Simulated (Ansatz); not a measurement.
`C[Si]1(N)[AlH][Se]1` at its PBE0-D4/def2-TZVP geometry, where that method's forces vanish. Total charge 0; spin multiplicity 1.

```xyz
11

C    -1.1268   -1.2239    0.1463
Si    0.1511    0.1181   -0.0757
N     1.6776   -0.6188    0.1659
Al   -0.1796    2.2391   -0.9974
Se   -0.3973    2.0058    1.2785
H    -1.0293   -1.6758    1.1382
H    -0.9959   -2.0071   -0.6043
H    -2.1340   -0.8155    0.0603
H     1.7774   -1.3639    0.8384
H     2.5288   -0.0885    0.0786
H    -0.2720    3.4305   -2.0289
```

(1) What forces (eV/Å) does ωB97M-V/def2-TZVPP give on these atoms in Ansatz? (Estimate.)

Answers

(1) Computed: 
```
C1  -0.014 -0.025  0.016
Si2 -0.108  0.114 -0.029
N3   0.056 -0.022  0.035
Al4 -0.015  0.092  0.004
Se5  0.025 -0.058 -0.131
H6  -0.008  0.030 -0.071
H7  -0.014  0.054  0.056
H8   0.062 -0.030  0.007
H9   0.011  0.019 -0.017
H10 -0.008 -0.026  0.009
H11  0.012 -0.149  0.120
```
